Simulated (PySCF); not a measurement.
## Dipole moment and polarisability of `CCN[SiH2][SiH2]P`

Compound: C2H12NPSi2.
Atom-mapped SMILES: `[CH3:1][CH2:2][NH:3][SiH2:4][SiH2:5][PH2:6]` (hydrogens: H7, H8, H9 on C1; H10, H11 on C2; H12 on N3; H13, H14 on Si4; H15, H16 on Si5; H17, H18 on P6)

Cartesian coordinates in Å at the GFN2-xTB level; atoms count from 1:
```xyz
18
C2H12NPSi2 angstrom
C     -1.7821    1.6230   -0.3441
C     -1.5185    0.1205   -0.3432
N     -1.0506   -0.3257    0.9475
Si     0.1263   -1.5468    1.2176
Si     1.9580   -1.1198   -0.1396
P      2.8287    0.9146    0.2480
H     -2.5658    1.8711    0.3688
H     -0.8795    2.1599   -0.0612
H     -2.0935    1.9525   -1.3320
H     -2.4355   -0.4114   -0.6370
H     -0.7487   -0.1187   -1.0815
H     -1.7281   -0.1365    1.6712
H     -0.3559   -2.9212    0.9649
H      0.3668   -1.4431    2.6591
H      1.7108   -1.2707   -1.5874
H      3.0844   -2.0256    0.1270
H      1.6900    1.6110   -0.1091
H      3.3845    1.0734   -1.0072
```

Level: CAM-B3LYP/def2-SVPD (PySCF), static field, nuclei fixed, core orbitals frozen in the response. The polarisability tensor in these axes (au):

```
x   123.33   4.58  -2.95
y     4.58 121.36  -4.84
z    -2.95  -4.84 103.29
```

What are the eigenvalues, a third of the trace, and Δα (Δα² = ½Σ(αi − αj)² over the three pairs)?

Principal values 101.93, 117.87 and 128.19 au; mean 115.99 au = 17.19 Å³ = 19.12 × 10⁻⁴⁰ C²·m²/J; Δα = 22.91 au (20 % of the mean).

What is the dipole moment, and where does it point?

(-1.74, 0.15, -0.61) D, 1.85 D in size, pointing from the negative to the positive side. Measured along this direction, the outermost atoms are H16 at the negative end and H9 and H10 at the positive end.

Molar refractivity from α?

Lorentz–Lorenz: R = (4π/3)N_A α = 2.5225 cm³/(mol·Å³) × 17.19 Å³ = 43.4 cm³/mol, in the limit of long wavelengths.

What depolarisation ratio follows for Rayleigh scattering of linearly polarised light, taking the static tensor?

ρ = 3Δα²/(45ᾱ² + 4Δα²) = 1575.2/(605448 + 2100.2) = 0.00259.

Find the Langevin capture rate constant for NO+ (29.998 u) meeting this molecule (137.025 u), k = 2.342 × 10⁻⁹ cm³/s × √(α in Å³ / reduced mass in u).

The reduced mass is 24.61 u, so k = 1.96 × 10⁻⁹ cm³/s. The formula leaves out the permanent dipole, which adds to the capture rate.

In TDDFT the mean static polarisability is Σ f/ω² over all singlet excitations (ω in hartree). How much of it do the 8 lowest give? Their energies (eV) and oscillator strengths: 5.54, 0.0010; 6.21, 0.0297; 6.32, 0.0069; 6.52, 0.1051; 6.60, 0.0389; 6.69, 0.0277; 6.76, 0.0314; 6.92, 0.0199.

They add up to 4.49 au, 3.9 % of the 115.99 au; the largest single term is 1.83 au, from the state at 6.52 eV. Terms in order: 0.02, 0.57, 0.13, 1.83, 0.66, 0.46, 0.51, 0.31 au. Higher excitations give the rest. The strengths listed sum to 0.261.

What are the principal values of the traceless quadrupole moment, Θ = ½Σq(3rr − r²1), about the centre of nuclear charge?

-6.36, 0.62, 5.74 D·Å. The values depend on the origin, since the dipole doesn't vanish. The electronic extent ⟨r²⟩ about the same centre is 1528 bohr², a root-mean-square distance of 2.40 Å for the 74 electrons.

One conformer (not necessarily the lowest) at the GFN2-xTB geometry, without solvent, vibrations or thermal averaging.
